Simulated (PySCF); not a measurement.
## Radial density of Au²⁺ (gold, charge +2)

UHF, [Xe] 4f14 5d9, 2D determinant. All numbers are calculated (PySCF 2.14, scalar relativity through the core potential, in def2-QZVPPD with the def2 core potential (60 electrons) (7s5p4d4f2g, 88 functions)). This is the valence pseudo-density: the core potential removes the inner electrons and smooths the orbitals near the nucleus.

```csv
r (bohr),4πr²ρ (e/bohr),4πr²(ρα − ρβ)
0.0921,1.239e-05,0.0000
0.155,0.0001992,0.0000
0.260,0.007740,0.0003
0.438,0.6208,0.0136
0.737,11.28,0.3239
1.24,14.11,0.8716
2.09,2.934,0.2715
3.51,0.1370,0.0094
5.90,0.0007003,0.0000
```

Energies and moments cover only the electrons outside the core potential. Spin-orbit coupling, absent here, splits the open shell strongly.
